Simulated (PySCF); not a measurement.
Property card for (HSi)4S6 adamantane, H4S6Si4

(HSi)4S6 adamantane, H₄S₆Si₄.
Z-matrix (Å and degrees, PBE0-D3(BJ)/def2-SVP geometry), rows numbered from 1:
```
Si
H   1  1.4818
S   1  2.1458  2  105.82
Si  3  2.1457  1  102.17  2  -179.82
H   4  1.4816  3  105.80  1   179.76
S   4  2.1460  3  112.66  1   -65.04
Si  6  2.1460  4  102.15  3    64.91
H   7  1.4816  6  105.90  4   179.99
S   7  2.1449  6  112.91  4   -64.69
S   7  2.1455  6  112.80  4    64.68
Si 10  2.1451  7  102.22  6   -64.91
H  11  1.4816 10  105.87  7  -179.83
S  11  2.1452 10  113.03  7   -64.48
S  11  2.1451 10  112.74  7    64.86
```

**PBE0-D3(BJ)/def2-SVP geometry optimisation, gas phase (PySCF)**

* Point group: Td
* Rotational constants A, B, C: 0.435, 0.435, 0.434 GHz

From PBE0/def2-SVPD ground state and vertical TDDFT (core frozen in the response) (PySCF):

* Dipole moment: 0.00 D by symmetry (numerical residue 0.01 D)
* HOMO energy: -7.67 eV
* LUMO energy: -1.92 eV
* HOMO–LUMO gap: 5.75 eV
* Lowest singlet excitation: 4.57 eV (271 nm, f = 0.000 summed over 3 states within 0.01 eV)
* Strongest line among the 10 lowest singlet transitions: S5/S6/S7 at 5.31 eV (233 nm, f = 0.044 summed over these states)
* Lowest triplet excitation (Tamm–Dancoff): 4.42 eV
* Static isotropic polarisability: 203.2 au
* Electronic spatial extent ⟨r²⟩ about the centre of nuclear charge: 3501 bohr²

From PBE0/pcSseg-1 ground state and GIAO shieldings, non-relativistic (PySCF):

* Lowest Hirshfeld atomic charge: -0.14 e on S3/S6/S9/S10/S13/S14
* Highest Hirshfeld atomic charge: +0.27 e on Si1/Si4/Si7/Si11
* 1H chemical shifts (computed TMS as zero) by class: 5.95 (H2/H5/H8/H12) ppm
* Isotropic shieldings of nuclei other than C and H, by class: 349 (Si1/Si4/Si7/Si11), 600 (S3/S6/S9/S10/S13/S14) ppm
* Mayer bond orders between heavy atoms: Si1–S3 0.96, Si1–S9 0.96, Si1–S13 0.96, S3–Si4 0.96, Si4–S6 0.96, Si4–S14 0.96, S6–Si7 0.96, Si7–S9 0.96, Si7–S10 0.96, S10–Si11 0.96, Si11–S13 0.96, Si11–S14 0.96

Monoisotopic mass (most abundant isotopes): 307.7714 u.

The rotational constants are those of a spherical top; the small spread among constants that symmetry makes equal is optimisation noise. The vertical singlet–triplet gap S1 − T1 is 0.15 eV (TDDFT singlet less Tamm–Dancoff triplet). No computed singlet falls in the visible range (750 to 380 nm, 1.65 to 3.26 eV); S1 lies 1.31 eV above its blue end. With B = h/(8π²I), that is 505.379 GHz u Å² over I, the principal moments of inertia are 1162.2, 1162.6 and 1163.4 u Å² (most abundant isotopes).

For the geometry optimisation (PBE0-D3(BJ)/def2-SVP), hardware: 2 threads, INTEL XEON PLATINUM 8581C at 2.10 GHz (x86_64), shared host with 80 logical CPUs at a one-minute load of 18. Cost: 3.4 min wall, 8.2 min CPU, 1.4 GiB resident at most.

One conformer stands for the species.
